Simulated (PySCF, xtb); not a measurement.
CH₂AlNO₂, SMILES C(=O)=[N][AlH][OH].

GFN2-xTB (xtb) at its own geometry gives an orbital gap of 5.46 eV and a dipole moment of 3.36 D.

Coordinates come from a PBE0-D3(BJ)/def2-SVP optimisation. One conformer was computed; it need not be the lowest.

Problem. What does r2SCAN/def2-TZVP (PySCF) give? (The exact figures need the calculation; the answer reports its results.)

Solution. gap 6.19 eV (levels -7.55 and -1.37 eV), dipole 1.38 D.
